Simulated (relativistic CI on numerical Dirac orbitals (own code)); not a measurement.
# Bi LIV: what numerical and physical settings do to a radial Dirac CI calculation

Reference input:

```
atom Bi  Z=83  charge=53  electrons=30
nucleus A=209  rms_radius_fm=5.5211
hamiltonian dirac-coulomb  breit=on  qed=on  c_scale=1
orbitals kli  potential=per-configuration
slater_scale 1
correlation none
mixing on
grid step=0.0125 r_max=2.8
scf mixing=0.4 start=green max_iterations=150 tolerance=2e-08 node_fill=0.05
configurations
  [Ar] 3d10 4s2
  [Ar] 3d10 4s 4p
  [Ar] 3d10 4p2
end
```

Computed lowest total energy -19355.11702 Ha, first excitation 862811.3 cm⁻¹, 30 SCF steps. Runs with settings changed; * marks those that are bad on purpose:

```
                                                  Changed    Outcome  Lowest level  ΔE (Ha)  First excitation (cm⁻¹)  SCF steps                                                       Message
                                            QED terms off  converged      4s2 1S_0    -17.8                 879740.1         30                                                              
iteration limit 20, SCF tolerance 1e-10, Slater scale 0.5  converged      4s2 1S_0   0.0507                 885183.0         33                                                              
                                           Breit term off  converged      4s2 1S_0    -24.4                 848490.6         30                                                              
                                 nuclear radius 7.1774 fm  converged      4s2 1S_0     3.28                 859444.9         30                                                              
                                              charge 54 *    refused                                                          0  configuration [Ar] 3d10 4s2 has 30 electrons, the ion has 29
                         node fill of the KLI weights 5 *  converged      4s2 1S_0    0.082                 861912.7         30
```
